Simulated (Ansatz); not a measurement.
Input and output for `C[O][W]([OH])([F])(=[S])[Cl]`.

```yaml
crystal:
  periodic: [false, false, false]
  atoms:
    - {symbol: C, position_ang: [1.069232, -1.795320, 0.231751]}
    - {symbol: O, position_ang: [0.595386, -0.457603, 0.688173]}
    - {symbol: W, position_ang: [-0.602594, 1.016290, 0.321580]}
    - {symbol: O, position_ang: [-1.674542, -0.407630, -0.080233]}
    - {symbol: F, position_ang: [-1.572294, 2.195123, -0.749221]}
    - {symbol: S, position_ang: [-0.934538, 2.128342, 1.885406]}
    - {symbol: Cl, position_ang: [1.423497, 2.030668, -0.612228]}
    - {symbol: H, position_ang: [0.258286, -1.721851, -0.651258]}
    - {symbol: H, position_ang: [1.934765, -1.403953, -0.611577]}
    - {symbol: H, position_ang: [1.561539, -2.069171, 0.770916]}
    - {symbol: H, position_ang: [-2.529475, 0.196982, -0.805371]}
basis:
  gaussian: {orbitals: x2c-TZVPPall, final_grid: {core_spheres: 8, valence_spheres: 7, degree: 23}}
magnetization: {spin_polarized: true, initial_magnetization: 2}
hamiltonian: {xc: {name: B97}}
```

```sh
$ ansatz run in.yaml --threads 2 --pin off --events-out ev --progress --plain --max-ram 32768MiB --backend cuda --devices 0, --max-vram 18GiB
```

It prints (some lines left out):

```
Functional definition: B97
2424 factors; their error is unknown
mean field evaluation 1: about -470670.0595 eV, gradient 6.6e1 eV
mean field evaluation 2: about -470486.9282 eV, gradient 2.1e2 eV
mean field evaluation 4: about -470683.6451 eV, gradient 2.8e1 eV
mean field evaluation 8: about -470686.7815 eV, gradient 4.4e0 eV
mean field evaluation 16: about -470687.3882 eV, gradient 3.5e-1 eV
mean field evaluation 32: about -470687.3887 eV, gradient 2.2e-3 eV
mean field -470687.38873448 eV, -17297.4424926212 hartree, gradient 8.3e-6 eV, S^2 2.011705; 8 other end points of the search recorded, 0 dependent functions left out
reference -470687.38877576 eV, -17297.4424941382 hartree; 72, 70 occupied and 289, 291 virtual orbitals, 2424 factors
Total energy: -470687.38877576 eV, -17297.4424941382 hartree
Relativity: scalar
```

Hardware: 2 threads of an AMD EPYC 7R13 on a shared host and a share of an NVIDIA H100 80 GB. Wall time 22 s, peak host memory 1 GiB.
